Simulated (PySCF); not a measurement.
**Two-component Hartree-Fock for W²⁺ (tungsten, charge +2)**

Start: [Xe] 4f14 5d4; 5d3/2 filled at m_j = -3/2, -1/2, +1/2, +3/2. Calculated with PySCF 2.14 in x2c-QZVPPall-2c: generalised Hartree-Fock with the X2C-1e Hamiltonian and a Gaussian nucleus; one run each with spin-orbit coupling (SO) switched off, then screened by Boettger's factors.

```
spinor shell  electrons  ε, spin-free (eV)  ε, screened SO (eV)  weight of nominal j (screened SO)  rms radius, screened SO (bohr)
       1s1/2          2           -69916.8             -69895.6                              1.000                          0.0208
       2s1/2          2           -12222.5             -12215.7                              1.000                          0.0838
       2p1/2          2           -10694.7             -11661.6                              1.000                          0.0713
       2p3/2          4           -10694.7             -10302.9                              1.000                          0.0787
       3s1/2          2            -2889.4              -2887.2                              1.000                           0.214
       3p1/2          2            -2429.0              -2640.7                              1.000                           0.206
       3p3/2          4            -2429.0              -2341.7                              1.000                           0.221
       3d3/2          4            -1893.7              -1931.5                              1.000                           0.195
       3d5/2          6            -1893.7              -1866.7                              1.000                           0.199
       4s1/2          2            -641.00              -640.25                              1.000                           0.478
       4p1/2          2            -487.28              -536.81                              1.000                           0.486
       4p3/2          4            -487.28              -466.62                              1.000                           0.520
       4d3/2          4            -288.56              -296.32                              0.999                           0.544
       4d5/2          6            -288.56              -282.74                              1.000                           0.556
       5s1/2          2            -109.47              -109.24                              1.000                            1.15
       5p1/2          2            -68.643              -77.704                              0.932                            1.29
       4f5/2          6            -65.889              -67.006                              0.969                           0.692
       5p3/2          4            -68.643              -64.533                              0.913                            1.33
       4f7/2          8            -65.889              -64.423                              0.987                           0.678
       5d3/2          4            -26.087              -26.089                              0.634                            1.98
```

| quantity | spin-free | screened SO |
| --- | --- | --- |
| E (hartree) | -16129.97422 | -16149.06581 |
| M_J | 0 | 0 |
| ⟨J²⟩ | 4.015 | 3.000 |
| ⟨L²⟩ | 6.010 | 5.827 |
| ⟨S²⟩ | 6.005 | 5.797 |

The determinant has a definite M_J but mixes levels of different J.

Each row is a mean over spinors that exchange with the open shell spreads, by up to 4.389 eV (5p3/2).

Rows whose weight is well below 1 are mixtures of j = l ± 1/2: exchange outweighs spin-orbit coupling there, and the label is only the starting occupation.

Breit and QED terms are absent; they matter most for the inner s and p1/2 levels.

Densities and radii are taken from the X2C orbitals without a picture-change correction, which distorts them close to the nucleus.

Without spin-orbit coupling the j labels of p, d and f shells carry no meaning; the spin-free column gives the mean over the occupied spinors of each nl shell, and its ⟨J²⟩ belongs to a mixture of degenerate components.
